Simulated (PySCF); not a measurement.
**The potential of point charges around `C#Cc1nnc(C)o1`**

Species: `Cc1oc(nn1)C#C`. Coordinates (GFN2-xTB, Å) and charges (e) from the PBE0/pcSseg-1 density (PySCF):

```json
{"atom": "C1", "x": "3.580", "y": "0.041", "z": "-0.216", "Mulliken": "-0.2743", "IAO": "-0.1690", "Hirshfeld": "-0.0599", "ESP-fitted": "-0.0355"}
{"atom": "C2", "x": "2.403", "y": "-0.193", "z": "-0.201", "Mulliken": "+0.4356", "IAO": "-0.0374", "Hirshfeld": "-0.0467", "ESP-fitted": "-0.5635"}
{"atom": "C3", "x": "1.022", "y": "-0.448", "z": "-0.180", "Mulliken": "+0.1555", "IAO": "+0.2568", "Hirshfeld": "+0.1211", "ESP-fitted": "+0.9922"}
{"atom": "N4", "x": "0.426", "y": "-1.574", "z": "-0.432", "Mulliken": "-0.2368", "IAO": "-0.1865", "Hirshfeld": "-0.1373", "ESP-fitted": "-0.4204"}
{"atom": "N5", "x": "-0.892", "y": "-1.358", "z": "-0.294", "Mulliken": "-0.2639", "IAO": "-0.2182", "Hirshfeld": "-0.1514", "ESP-fitted": "-0.3788"}
{"atom": "C6", "x": "-1.052", "y": "-0.117", "z": "0.034", "Mulliken": "+0.1699", "IAO": "+0.3022", "Hirshfeld": "+0.1415", "ESP-fitted": "+0.5993"}
{"atom": "C7", "x": "-2.322", "y": "0.589", "z": "0.294", "Mulliken": "-0.1287", "IAO": "-0.4464", "Hirshfeld": "-0.1065", "ESP-fitted": "-0.5900"}
{"atom": "O8", "x": "0.131", "y": "0.531", "z": "0.125", "Mulliken": "-0.3773", "IAO": "-0.2489", "Hirshfeld": "-0.0599", "ESP-fitted": "-0.3930"}
{"atom": "H9", "x": "4.611", "y": "0.231", "z": "-0.232", "Mulliken": "+0.0639", "IAO": "+0.2149", "Hirshfeld": "+0.1069", "ESP-fitted": "+0.2339"}
{"atom": "H10", "x": "-3.142", "y": "-0.110", "z": "0.168", "Mulliken": "+0.1551", "IAO": "+0.1861", "Hirshfeld": "+0.0678", "ESP-fitted": "+0.1763"}
{"atom": "H11", "x": "-2.436", "y": "1.421", "z": "-0.399", "Mulliken": "+0.1506", "IAO": "+0.1731", "Hirshfeld": "+0.0621", "ESP-fitted": "+0.1898"}
{"atom": "H12", "x": "-2.327", "y": "0.987", "z": "1.308", "Mulliken": "+0.1505", "IAO": "+0.1731", "Hirshfeld": "+0.0621", "ESP-fitted": "+0.1896"}
```

Points outside the species (Å): A (-1.1, -1.3, -4.1); B (-1.7, 4.3, 2.2); C (1.5, 0.8, 4.5); D (9.5, 0.5, 0.9); E (1.7, -3.8, 2.5).

Find the potential V = 14.3996 V·Å × Σ q/r of each set of charges at these points.

In volts:

```csv
point,nearest atom,distance (Å),Mulliken,IAO,Hirshfeld,ESP-fitted
A,N5,3.81,-0.367,-0.293,-0.212,-0.278
B,H12,3.49,+0.293,+0.153,+0.162,+0.232
C,O8,4.59,-0.037,-0.065,-0.001,+0.041
D,H9,5.03,-0.026,+0.102,+0.055,+0.117
E,N4,3.90,-0.332,-0.310,-0.238,-0.339
```

How far are the other sets from the ESP-fitted one at these points?

Root-mean-square difference: IAO 0.061 V, Hirshfeld 0.071 V, Mulliken 0.087 V. The ESP scheme is a least-squares fit of atom-centred charges to the potential on four shells outside the van der Waals surface, with the total charge fixed.

What energy would a point charge of -2 e have at E in the field of the ESP charges, leaving out polarisation?

+0.678 eV = +65.4 kJ/mol, a repulsion.

Isolated species at its GFN2-xTB geometry, gas phase.

The run behind these numbers computed NMR shieldings as well. On x86-64 server, one thread, shared host, this took 25 s.
